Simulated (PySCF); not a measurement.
## `InChI=1S/C6H12N2/c7-4-2-1-3-5(4)6(3)8/h3-6H,1-2,7-8H2/t3-,4-,5-,6+/m0/s1`

Geometry (Å), atoms numbered from 1 in this order:
```xyz
20

N     2.722    0.327    0.845
C     1.367   -0.108    0.663
C     0.818   -0.487   -0.691
C    -0.375   -1.415   -0.726
C    -1.358   -0.828    0.296
C    -1.068    0.683    0.354
N    -1.868    1.379   -0.645
C     0.395    0.797   -0.028
H     3.347   -0.472    0.890
H     3.015    0.911    0.070
H     1.024   -0.667    1.526
H     1.481   -0.485   -1.545
H    -0.113   -2.447   -0.484
H    -0.815   -1.395   -1.724
H    -2.392   -1.011    0.008
H    -1.198   -1.272    1.279
H    -1.243    1.069    1.377
H    -1.626    2.363   -0.667
H    -2.855    1.307   -0.421
H     0.736    1.761   -0.380
```

Theory: PySCF, TDDFT B3LYP/def2-SVPD circular dichroism and optical rotation, one conformer, gas phase. Geometry: GFN2-xTB.

The molecule is flexible and this is one conformer; a measurement averages over conformers. States above about 6.1 eV (minus the energy of the highest occupied orbital) lie near or above the ionisation threshold and depend on the basis.

Draw the ECD and absorption spectra from the lowest 8 states, each a Gaussian of half-width 0.25 eV at 1/e height.


| E (eV) | λ (nm) | Δε (L mol⁻¹ cm⁻¹) | ε (L mol⁻¹ cm⁻¹) |
| --- | --- | --- | --- |
| 5.18 | 240 | -0.17 | 16.3 |
| 5.33 | 233 | -1.29 | 126 |
| 5.48 | 226 | -4.79 | 476 |
| 5.63 | 220 | -8.23 | 918 |
| 5.78 | 215 | -5.09 | 1080 |
| 5.93 | 209 | +2.41 | 1210 |
| 6.08 | 204 | +4.80 | 1320 |
| 6.23 | 199 | +2.58 | 996 |
| 6.38 | 194 | +2.70 | 701 |
| 6.53 | 190 | +5.36 | 1070 |
| 6.68 | 186 | +8.22 | 1810 |

Δε uses R in velocity form, ε uses f in length form. Only the states computed contribute, so the short-wavelength end is incomplete.
